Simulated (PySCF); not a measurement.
1,1-difluorobuta-1,3-diene (C₄H₄F₂), SMILES FC(=CC=C)F.

Coordinates come from a PBE0-D3(BJ)/def2-SVP optimisation. The values are those of a single conformer.

These are PBE0-D3(BJ)/def2-SVP in PySCF 2.14.0 values and carry that method's errors.

No scaling factor is applied to the harmonic values.

```tsv
mode	ν (cm⁻¹)	IR (km/mol)	moving atoms (share of kinetic energy)
1	139	0.0	C 64 %, H 28 %, F 9 %
2	173	1.9	F 44 %, C 41 %, H 15 %
3	234	0.3	H 39 %, C 37 %, F 24 %
4	390	0.0	C 53 %, H 24 %, F 23 %
5	493	9.2	F 54 %, C 35 %, H 11 %
6	619	4.8	C 82 %, F 10 %, H 8 %
7	621	0.7	F 65 %, C 30 %
8	684	12.6	H 69 %, C 30 %
9	860	8.8	H 69 %, C 30 %
10	917	25.6	H 42 %, C 34 %, F 24 %
11	927	52.1	H 70 %, C 30 %
12	1015	74.2	H 47 %, C 28 %, F 25 %
13	1034	18.5	H 90 %, C 10 %
14	1210	2.1	C 53 %, H 46 %
15	1242	69.2	H 50 %, C 37 %, F 13 %
16	1309	25.8	H 70 %, C 28 %
17	1400	150.2	C 57 %, H 28 %, F 15 %
18	1448	64.2	H 62 %, C 35 %
19	1716	2.8	C 88 %, H 12 %
20	1822	403.0	C 95 %
21	3168	2.9	H 95 %
22	3191	2.2	H 91 %, C 9 %
23	3234	5.0	H 92 %, C 8 %
24	3275	4.2	H 89 %, C 11 %
```
